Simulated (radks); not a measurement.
Results of a calculation; reference values are marked as such.
Q: The gold ion Au+, [Xe] 4f14 5d10. Level of theory: non-relativistic Kohn-Sham, r2SCAN, spin-polarised, spherical densities, point nucleus; meta-GGA in the generalised Kohn-Sham scheme (a radial shooting solver on a logarithmic mesh with Libxc functionals). Every spin shell is full or empty, so the densities are truly spherical. Functionals are evaluated on that one density, not self-consistently. Rank these exchange functionals by their error against the exact value of the orbitals, and give that value: LDA, B88, revPBE, PW91, PW86, OPTX, WC, AM05, SOGGA, B86b, G96, EV93, APBE, TPSS, MS2.

A: Exact: -338.067 hartree. From best to worst, with 100 (|E| - |E exact|)/|E exact| (equal figures are ties): B86b +0.02, PW91 +0.06, B88 +0.08, revPBE -0.24, APBE +0.26, PW86 -0.37, TPSS -0.41, G96 +0.48, EV93 -0.49, WC -0.61, MS2 -0.65, SOGGA -1.80, OPTX +1.90, AM05 -3.61, LDA -3.81.
